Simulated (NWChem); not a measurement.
Correlation energy of arsine (H₃As)

SMILES: [AsH3]
```xyz
4

As     0.0010     0.0726     0.0000
H     -0.6465    -0.7900     1.1000
H     -0.6465    -0.7900    -1.1000
H      1.2585    -0.8174     0.0000
```
Charge 0, spin multiplicity 1.

All runs are NWChem calculations. The geometry was optimised at PBE/def2-SVP, a minimum by its harmonic frequencies.

Basis set: def2-SVP. Each correlation energy counts from its own Hartree-Fock reference.

The Hamiltonian is non-relativistic. The correlated methods keep 9 core orbitals frozen. Coupled-cluster values serve here as a point of comparison, not as the truth.

**Question.** One of these methods gave a correlation energy of -250.5 mHa. Which?
(A) MP2
(B) SCS-MP2
(C) CCSD
(D) CR-CCSD[T]

**Answer.** A, MP2. The others give -242.8 (SCS-MP2), -274.0 (CR-CCSD[T]), -268.1 (CCSD).
